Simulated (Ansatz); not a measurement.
Mulliken charges of F₂H₄O₂Si₂ (`O[Si](O)(F)[SiH2]F`) from ωB97M-V/def2-TZVPP in Ansatz (PBE0-D4/def2-TZVP geometry).

```csv
atom,x (Å),y (Å),z (Å),charge (e)
O1,-1.753,-0.778,0.006,-0.365
Si2,-0.124,-0.775,-0.003,0.701
O3,0.530,-1.264,1.412,-0.352
F4,0.421,-1.845,-1.049,-0.300
Si5,0.548,1.378,-0.640,0.343
F6,0.400,2.321,0.656,-0.326
H7,-2.222,-1.576,0.262,0.182
H8,0.341,-0.747,2.197,0.184
H9,-0.289,1.948,-1.725,-0.033
H10,1.975,1.397,-1.053,-0.033
```

By hand: the dipole of these point charges (1 e Å = 4.8032 D).

Σ q r = (-0.100, -0.080, -0.076) e Å, of length 0.149 e Å = 0.72 D.

How does the dipole of the full density compare? (Best estimate.)

The calculation gave: (-0.230, -0.064, 0.201) e Å, 1.50 D; the point charges give 0.48 times that, at 74° from its direction.

Point charges leave out the atoms' own dipoles, such as those of lone pairs, and Mulliken's split depends on the basis, so the two needn't agree.
